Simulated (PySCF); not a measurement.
## YOCl: bending curve

Method: PySCF, PBE0, basis Y def2-TZVP with ECP28, O def2-TZVP, Cl def2-TZVP (scalar-relativistic core potentials, no spin–orbit coupling, density fitting).

Rigid scan from the singlet minimum (Y–Cl 2.503 Å, Y–O 1.797 Å; Cl–Y–O 118.0°). Coordinate: the O–Y–Cl angle, bonds fixed. Energies in kJ/mol from the minimum.

```json
{"bond angle (°)": "80", "E (kJ/mol)": "73.4", "dipole size (D)": "9.87"}
{"bond angle (°)": "90", "E (kJ/mol)": "35.4", "dipole size (D)": "9.36"}
{"bond angle (°)": "100", "E (kJ/mol)": "13.4", "dipole size (D)": "8.79"}
{"bond angle (°)": "110", "E (kJ/mol)": "2.4", "dipole size (D)": "8.12"}
{"bond angle (°)": "120", "E (kJ/mol)": "0.1", "dipole size (D)": "7.34"}
{"bond angle (°)": "130", "E (kJ/mol)": "4.2", "dipole size (D)": "6.43"}
{"bond angle (°)": "140", "E (kJ/mol)": "12.7", "dipole size (D)": "5.38"}
{"bond angle (°)": "150", "E (kJ/mol)": "23.6", "dipole size (D)": "4.20"}
{"bond angle (°)": "160", "E (kJ/mol)": "34.4", "dipole size (D)": "2.90"}
{"bond angle (°)": "170", "E (kJ/mol)": "42.3", "dipole size (D)": "1.52"}
{"bond angle (°)": "180", "E (kJ/mol)": "45.2", "dipole size (D)": "0.41"}
```

With the bonds held, the linear shape lies 45.2 kJ/mol from the minimum.

Other isomers or separated fragments may lie lower.

The scan took 10 s on 2 threads of a shared Arm Neoverse V2 host; the process peaked at 0.96 GiB. Launch command: `OMP_NUM_THREADS=2 python axn.py task.json out`.
